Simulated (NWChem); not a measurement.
System: C₂H₄O₃S; SMILES C=CS(=O)(O)=O

NWChem input:

```
start job
memory heap 200 mb stack 900 mb global 1100 mb
geometry units angstroms noautosym nocenter noautoz
  C     -0.045974    -2.305954    -0.038012
  C      0.638860    -1.182133    -0.282410
  S     -0.127103     0.407931    -0.035649
  O     -1.480752     0.219896     0.495434
  O      0.159427     1.250703    -1.212476
  O      0.821339     0.993154     1.201002
  H     -1.074815    -2.254813     0.352579
  H      0.403405    -3.293941    -0.222695
  H      1.664608    -1.123091    -0.678083
  H      1.296649     1.758050     0.809626
end
basis spherical
  C library def2-svp
  S library def2-svp
  O library def2-svp
  H library def2-svp
end
dft
  xc xpbe96 cpbe96
  iterations 150
end
cosmo
  do_cosmo_smd true
  solvent water
end
task dft energy
```

Output (shortened):

```
             Northwest Computational Chemistry Package (NWChem) 7.3.0
             --------------------------------------------------------

                             Geometry "geometry" -> ""
                             -------------------------

 Output coordinates in angstroms (scale by  1.889725989 to convert to a.u.)

  No.       Tag          Charge          X              Y              Z
 ---- ---------------- ---------- -------------- -------------- --------------
    1 C                    6.0000    -0.04597400    -2.30595400    -0.03801200
    2 C                    6.0000     0.63886000    -1.18213300    -0.28241000
    3 S                   16.0000    -0.12710300     0.40793100    -0.03564900
    4 O                    8.0000    -1.48075200     0.21989600     0.49543400
    5 O                    8.0000     0.15942700     1.25070300    -1.21247600
    6 O                    8.0000     0.82133900     0.99315400     1.20100200
    7 H                    1.0000    -1.07481500    -2.25481300     0.35257900
    8 H                    1.0000     0.40340500    -3.29394100    -0.22269500
    9 H                    1.0000     1.66460800    -1.12309100    -0.67808300
   10 H                    1.0000     1.29664900     1.75805000     0.80962600

 Effective nuclear repulsion energy (a.u.)     332.0829224294

  pbe96 is a nonlocal functional; adding pw91lda local functional.

                                 NWChem DFT Module
                                 -----------------

 Summary of "ao basis" -> "ao basis" (spherical)
 ------------------------------------------------------------------------------
       Tag                 Description            Shells   Functions and Types
 ---------------- ------------------------------  ------  ---------------------
 C                          def2-svp                 6       14   3s2p1d
 S                          def2-svp                 8       18   4s3p1d
 O                          def2-svp                 6       14   3s2p1d
 H                          def2-svp                 3        5   2s1p

 in cosmo_initialize ...
 calling solv_data for solv:h2o

 solvent parameters
 solvname_short: h2o
 solvname_long:  water
 dielec:       78.4000
 dielecinf:     1.7769
 aqueous SMD model solvent descriptors
 dielec:       78.4000
 sola:          0.8200

          ---------------
          -cosmo- solvent
          ---------------
 Cosmo: York-Karplus, doi: 10.1021/jp992097l
 dielectric constant -eps-     =  78.40
 screen = (eps-1)/(eps    )    =   0.98724
 surface charge correction     = lagrangian

   van der Waals surface
 --------------------------

[...]

                                COSMO-SMD solvation results
                                ---------------------------

             internal energy in gas <Psi(g)|H|Psi(g)> =      -701.535367181838
         internal energy in solvent <Psi(s)|H|Psi(s)> =      -701.531804387531
                               delta internal energy  =         0.003562794307 (    2.24 kcal/mol)
   total free energy in solvent <Psi(s)|H+V/2|Psi(s)> =      -701.554428599549
 polarization energy contribution <Psi(s)|V/2|Psi(s)> =        -0.022624212018 (  -14.20 kcal/mol)
    total free energy in solvent including G(SMD-CDS) =      -701.549675935366
                       G(SMD-CDS) energy contribution =         0.004752664183 (    2.98 kcal/mol)
     1 M fixed-concentration free energy of solvation =        -0.014308753528 (   -8.98 kcal/mol)

                       DFT Final Molecular Orbital Analysis
                       ------------------------------------

 Vector   26  Occ=2.000000D+00  E=-2.927730D-01
              MO Center= -1.0D-03,  4.0D-01, -3.4D-01, r^2= 3.3D+00
   Bfn.  Coefficient  Atom+Function         Bfn.  Coefficient  Atom+Function
  ----- ------------  ---------------      ----- ------------  ---------------
    64      0.348632   5 O  px               67      0.252636   5 O  px
    65     -0.247196   5 O  py               51      0.211192   4 O  py
    68     -0.185265   5 O  py               79     -0.178330   6 O  py
    19     -0.151874   2 C  py               54      0.152414   4 O  py
    32     -0.149015   3 S  s                78      0.142320   6 O  px

 Vector   27  Occ=2.000000D+00  E=-2.796498D-01
              MO Center=  3.4D-03,  6.0D-01, -3.5D-01, r^2= 3.1D+00
   Bfn.  Coefficient  Atom+Function         Bfn.  Coefficient  Atom+Function
  ----- ------------  ---------------      ----- ------------  ---------------
    65      0.325840   5 O  py               64      0.274707   5 O  px
    80      0.252876   6 O  pz               68      0.242718   5 O  py
    52     -0.203040   4 O  pz               67      0.199919   5 O  px
    66      0.192369   5 O  pz               83      0.188036   6 O  pz
    51      0.150480   4 O  py               55     -0.150229   4 O  pz

 Vector   28  Occ=2.000000D+00  E=-2.659979D-01
              MO Center=  7.4D-02, -5.5D-01, -1.5D-02, r^2= 3.8D+00
   Bfn.  Coefficient  Atom+Function         Bfn.  Coefficient  Atom+Function
  ----- ------------  ---------------      ----- ------------  ---------------
     6      0.299780   1 C  pz               20      0.293650   2 C  pz
    52     -0.252906   4 O  pz               78     -0.212447   6 O  px
    64      0.209796   5 O  px                9      0.188368   1 C  pz
    55     -0.182670   4 O  pz               23      0.164306   2 C  pz
    67      0.157350   5 O  px               81     -0.156997   6 O  px

 Vector   29  Occ=0.000000D+00  E=-7.775586D-02
              MO Center=  1.6D-01, -1.4D+00, -1.2D-01, r^2= 2.8D+00
   Bfn.  Coefficient  Atom+Function         Bfn.  Coefficient  Atom+Function
  ----- ------------  ---------------      ----- ------------  ---------------
     9      0.508929   1 C  pz                6      0.430469   1 C  pz
    23     -0.409646   2 C  pz               20     -0.342537   2 C  pz
    41     -0.254744   3 S  pz               21     -0.193490   2 C  px
     7      0.175175   1 C  px               77      0.163700   6 O  s
     4      0.160688   1 C  px               65      0.147018   5 O  py

 Vector   30  Occ=0.000000D+00  E= 1.750580D-03
              MO Center=  1.2D-01,  5.8D-01,  2.9D-01, r^2= 3.1D+00
   Bfn.  Coefficient  Atom+Function         Bfn.  Coefficient  Atom+Function
  ----- ------------  ---------------      ----- ------------  ---------------
    32      0.980467   3 S  s                31      0.546189   3 S  s
    77     -0.532615   6 O  s                17     -0.414615   2 C  s
    90      0.332769   7 H  s                30     -0.329138   3 S  s
   105      0.326554  10 H  s                49     -0.311883   4 O  s
    83      0.312508   6 O  pz               69     -0.299993   5 O  pz

 Vector   31  Occ=0.000000D+00  E= 2.918286D-02
              MO Center=  7.8D-02, -1.7D-01, -2.5D-01, r^2= 3.6D+00
   Bfn.  Coefficient  Atom+Function         Bfn.  Coefficient  Atom+Function
  ----- ------------  ---------------      ----- ------------  ---------------
     3      0.771065   1 C  s                39      0.607879   3 S  px
    32     -0.604124   3 S  s               100     -0.583063   9 H  s
    22      0.477647   2 C  py               40      0.466610   3 S  py
    49      0.418060   4 O  s                41      0.316243   3 S  pz
    23     -0.311866   2 C  pz               95     -0.306116   8 H  s

     Multipole analysis of the density
     ---------------------------------

     L   x y z        total         alpha         beta         nuclear
     -   - - -        -----         -----         ----         -------
     0   0 0 0     -0.000000    -28.000000    -28.000000     56.000000

     1   1 0 0      1.363904      0.858049      0.858049     -0.352194
     1   0 1 0     -0.980790     -0.863241     -0.863241      0.745692
     1   0 0 1      0.065788     -1.516862     -1.516862      3.099512

     2   2 0 0    -30.355581    -71.656544    -71.656544    112.957506
     2   1 1 0      1.929405     -3.134838     -3.134838      8.199080
     2   1 0 1      0.400019      2.112613      2.112613     -3.825206
     2   0 2 0    -23.755567   -161.915579   -161.915579    300.075591
     2   0 1 1      2.696370     -3.476309     -3.476309      9.648987
     2   0 0 2    -34.863816    -65.749124    -65.749124     96.634432
```

Level: PBE/def2-SVP, SMD on the gas-phase geometry. Structure relaxed at the PBE-D3(BJ)/def2-SVP level. Solvent: water.
